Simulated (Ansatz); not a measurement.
Basis-set extrapolation for C2H8ClNSi (`CCN[SiH2]Cl`) (PBE0-D4/def2-TZVP geometry, frozen core, Ansatz). Multiplicity 1, RHF reference.

```tsv
	def2-TZVPP	def2-QZVPP
HF	-883.434757	-883.463496
MP2 correlation	-0.877016	-0.943704
CCSD(T) correlation	-0.973514	not run
```

Energies in hartree. Use E(X) = E(∞) + A·exp(−7.88·√X) for Hartree–Fock and E(X) = E(∞) + B·X^(−2.97) for correlation, with X = 3 and 4, and add CCSD(T) minus MP2 of the smaller set to the MP2 limit.

Task: What is the CCSD(T) energy at the basis-set limit?

Result: HF limit: -883.463496 + (-0.028739) × 0.13774 = -883.46745. MP2 limit: -0.943704 + (-0.066688) × 0.74074 = -0.99310. Higher-order term: -0.973514 − (-0.877016) = -0.09650. Total: -884.55705 hartree, 93.4 kcal/mol below CCSD(T)/def2-TZVPP.
